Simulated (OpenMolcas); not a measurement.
## Nb3+: ligand-field states by method

Nb3+ with its 6 nearest bromide ions at 2.63 Å, on the Y site of Cs2NaYBr6 (a = 11.3047 Å, distance in the model lattice 2.765 Å). The rest of the host is ab initio model potentials to 7.6 Å, with orthogonalisation functions on the cations behind the ligands, and point charges beyond; the distance is set by hand and nothing relaxes. Ligand basis ANO-RCC-VDZP.
```
Nb    0.0000    0.0000    0.0000
Br    2.6300    0.0000    0.0000
Br    0.0000    2.6300    0.0000
Br   -2.6300    0.0000    0.0000
Br    0.0000   -2.6300    0.0000
Br    0.0000    0.0000    2.6300
Br    0.0000    0.0000   -2.6300
```

| Property | Result |
| --- | --- |
| Program | OpenMolcas |
| Basis | ANO-RCC-VTZP [7s6p4d2f1g] |
| Scalar Hamiltonian | DKH2, point nucleus |
| Active space | 2 electrons in 5 orbitals (4d) |
| State averaging | 2S+1 = 3 even, 10 roots; 2S+1 = 1 even, 15 roots |
| Spin-orbit coupling | state interaction with AMFI integrals over the reference wave functions |

I. CASSCF
II. SS-CASPT2, IPEA 0.25 Eh, imaginary shift 0.1 Eh (closed shells correlated: 4s 4p and the ligand valence shells)

Spin-free states (labels of O, the rotations of Oh) in cm-1, each column counted from its own energy of the first state listed:

| State | Degeneracy | I | II |
| --- | --- | --- | --- |
| 3T1 | 3 | 0 | 0 |
| 1T2 | 3 | 8946 | 5740 |
| 1E | 2 | 9098 | 6190 |
| 3T2 | 3 | 16391 | 18280 |
| 1A1 | 1 | 19790 | 14390 |
| 3T1 | 3 | 24101 | 23830 |
| 1T2 | 3 | 25731 | 24540 |
| 1T1 | 3 | 27952 | 26320 |
| 3A2 | 1 | 34027 | 37830 |
| 1E | 2 | 43335 | 43870 |
| 1A1 | 1 | 54335 | 51560 |

From I to II, I's first state of the same spin (3T2) moves from 16391 to 18280 cm-1, by about +1900 cm-1.

From I to II, I's first state of another spin (1T2) moves from 8946 to 5740 cm-1, by about -3200 cm-1.

I: A least-squares ligand-field fit to the states below 45000 cm-1, each weighted by its degeneracy and with a free common offset, gives 10Dq = 17335 cm-1, B = 597 cm-1 and C = 2375 cm-1 (C/B = 3.98), with an rms deviation of 224 cm-1. The same method and metal basis give the free ion B = 757 cm-1 (fit to its terms below 60000 cm-1, rms deviation 27 cm-1), so the nephelauxetic ratio is β = 597 / 757 = 0.79; it hangs on how both fits weigh the states, and computed free-ion B values tend to be too large, so β mixes covalency with correlation.

II: A least-squares ligand-field fit to the states below 45000 cm-1, each weighted by its degeneracy and with a free common offset, gives 10Dq = 19128 cm-1, B = 439 cm-1 and C = 1518 cm-1 (C/B = 3.45), with an rms deviation of 251 cm-1. The same method and metal basis give the free ion B = 697 cm-1 (fit to its terms below 60000 cm-1, rms deviation 532 cm-1), so the nephelauxetic ratio is β = 439 / 697 = 0.63; it hangs on how both fits weigh the states, and computed free-ion B values tend to be too large, so β mixes covalency with correlation.

From I to II, 10Dq changes by +10 %, B by -26 % and C by -36 %.

χT at 300 K: I 0.47, II 0.47 cm3 K/mol.

Roots that are degenerate in the reference are averaged as groups; the widest CASPT2 spread within a group is 130 cm-1 (the 3-fold group of multiplicity 1 near 26300 cm-1 above the lowest state of its run, II). Shifts and gaps below about the spread of the groups concerned are not significant. Over all roots computed the reference weight is 0.67 to 0.69 in II; a low but even weight reflects the number of correlated electrons. An orbital triplet at a regular site is open to Jahn-Teller coupling, which can distort the site and quench the lowest spin-orbit gaps and is left out. The least metal-like active orbital is 77 % on the metal (Löwdin) and no ligand orbital is active, so the numbers are rough. Ligand-to-metal charge-transfer states are missing. With no ligand orbital active B as a rule stays too high, so bands that hang on it stand too high and its fall with covalency is understated. Without dynamic correlation the repulsion within the d shell is too large (B by tens of per cent), so at a given field states of lower spin stand too high (holds for I). With metal d orbitals alone the field can be off either way by tens of per cent (holds for I). With one d shell and no ligand orbital active, 10Dq can be off by a tenth or more (holds for II). The distance lies 2 % under the 2.677 Å that this model takes as the normal distance (a Shannon-type radius plus a fixed donor radius, weighted with the host); by an R⁻⁵ law this alone changes a d-shell field by about +9 %. No measured value stands beside these numbers; the geometry was set by hand and not optimised.
